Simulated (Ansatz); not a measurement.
`[SiH3][SnH2][SH]` + `C[NH][SnH]([F])[Cl]` → `C[NH][SnH2][SiH3]` + `[F][SnH]([SH])[Cl]`  (redistribution)

Program: Ansatz. Geometries: PBE0-D4/def2-TZVP. ΔE: electronic, gas phase. CBS: MP2 limit from def2 TZ/QZ plus the TZ coupled-cluster correction, frozen cores. Functionals use def2-TZVPP. B3LYP here is the variant with VWN-RPA as its local correlation; programs differ in this. def2 core potentials past Kr. For Sn outer-core shells are correlated without core-valence functions, which leaves a few kJ/mol of doubt a bond. Each species was taken in one conformer, which may not be the lowest.

```csv
level,ΔE (kcal/mol),difference from CCSD(T)/CBS
PBE-D4,3.3,-1.3
PBE0-D4,4.0,-0.6
B3LYP-D4,4.0,-0.6
ωB97M-V,4.2,-0.4
B2PLYP,4.2,-0.4
PBE,3.4,-1.2
r2SCAN,3.9,-0.7
B3LYP,4.1,-0.5
MP2/def2-TZVPP,4.5,-0.1
SCS-MP2/def2-TZVPP,4.5,-0.1
CCSD(T)/def2-TZVPP,4.3,-0.3
HF/def2-QZVPP,5.5,0.9
SCS-MP2/def2-QZVPP,4.7,0.1
HF/CBS(def2),5.5,0.9
MP2/CBS(def2),4.8,0.2
CCSD/CBS(def2),4.9,0.3
CCSD(T)/CBS,4.6,0
```

Largest T1 diagnostic among the species: 0.013.

In def2-TZVPP, CCSD(T) changes the Hartree–Fock value by −1.3 kcal/mol (the triples alone add −0.3 kcal/mol) and MP2 by −1.1 kcal/mol.
